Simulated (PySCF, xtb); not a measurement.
Ga(I)2(OH) (GaHI₂O), SMILES [OH][Ga]([I])[I].

GFN2-xTB (xtb) at its own geometry gives an orbital gap of 3.77 eV and a dipole moment of 3.63 D.

Geometry optimised at B3LYP-D3(BJ)/def2-SVP. The def2 effective core potentials stand for the cores of I; spin–orbit coupling is left out. Other conformers were not sampled.

**Question.** What does CAM-B3LYP/def2-TZVP (PySCF) give? (The exact figures need the calculation; the answer reports its results.)

**Answer.** gap 7.84 eV (levels -9.10 and -1.26 eV), dipole 1.17 D.
